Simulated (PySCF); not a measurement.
C₆H₁₅NSi.
Cartesian coordinates in Å at the PBE0-D3(BJ)/def2-SVP level; atoms count from 1:
```
atom  x, y, z in Å
C1     4.016   -0.500    0.064
N2     3.108   -0.198   -1.003
C3     1.870   -0.047   -0.760
Si4    0.934   -0.153    0.908
C5    -0.912    0.206    0.605
C6    -1.651    0.113    1.944
C7    -1.474   -0.833   -0.370
C8    -1.068    1.614    0.024
H9     3.553   -0.608    1.066
H10    4.554   -1.433   -0.173
H11    4.783    0.290    0.118
H12    1.244    0.178   -1.646
H13    1.088   -1.518    1.508
H14    1.489    0.844    1.882
H15   -1.281    0.857    2.668
H16   -2.730    0.299    1.800
H17   -1.547   -0.884    2.402
H18   -2.554   -0.664   -0.528
H19   -1.354   -1.860    0.011
H20   -0.989   -0.783   -1.357
H21   -2.134    1.836   -0.162
H22   -0.685    2.385    0.713
H23   -0.539    1.731   -0.935
```

Computed with PySCF at PBE0/pcSseg-1, non-relativistic, on one gas-phase PBE0-D3(BJ)/def2-SVP geometry that isn't relaxed in the solvent. The solvent is an IEF-PCM continuum (cavity from Bondi-type radii × 1.2). Specific hydrogen bonds and non-electrostatic terms are outside this model.

Gas phase at PBE0/pcSseg-1: HOMO -6.72 eV, LUMO -0.76 eV, dipole 1.51 D.

Task: What does the continuum do to the energy, the frontier levels and the dipole at PBE0/pcSseg-1 in benzene and chloroform?

Result: 
| solvent | ε | E(solvent) − E(gas) (kcal/mol) | polarisation term (kcal/mol) | distortion of the solute (kcal/mol) | HOMO (eV) | LUMO (eV) | dipole (D) |
| --- | --- | --- | --- | --- | --- | --- | --- |
| benzene | 2.271 | -1.75 | -1.86 | 0.11 | -6.76 | -0.75 | 1.71 |
| chloroform | 4.711 | -2.81 | -3.09 | 0.28 | -6.81 | -0.77 | 1.84 |

The first energy column is the sum of the next two and covers electrostatics alone. From benzene to chloroform the lowering changes by a factor 1.60, Onsager's factor (ε − 1)/(2ε + 1) by 1.55 and ε itself by 2.1.

Task: Which radius a makes the point-dipole formula ΔE = −[(ε − 1)/(2ε + 1)]·μ²/a³ give the value in chloroform, with the gas-phase dipole?

Result: μ = 0.592 au and |ΔE| = 0.00448 Eh give a = 1.60 Å; the farthest nucleus lies 4.50 Å from the centroid of the nuclei, so such a sphere wouldn't even hold the nuclei. The formula assumes a rigid point dipole at the centre of a sphere.

Task: Give the dipole vector in the frame of the coordinates (D, pointing from negative to positive charge), gas and chloroform.

Result: Gas (-1.02, 0.00, 1.11), solvent (-1.28, 0.01, 1.32). Its length changes by +22 % and its direction by 2°.

Task: Which Hirshfeld charges (PBE0/pcSseg-1) respond most in benzene (means over atoms taken as equivalent)?

Result: 
```csv
atoms,environment,gas (e),solvent (e),change
N2,C=N nitrogen,-0.142,-0.156,-0.014
H12,hydrogen on a C=N carbon,+0.036,+0.039,+0.003
Si4,SiH2 silicon,+0.311,+0.314,+0.003
H9/H10/H11,methyl hydrogen,+0.045,+0.047,+0.002
C1,N-methyl carbon,-0.070,-0.071,-0.001
C5,sp3 carbon bound to silicon,-0.056,-0.055,+0.001
```
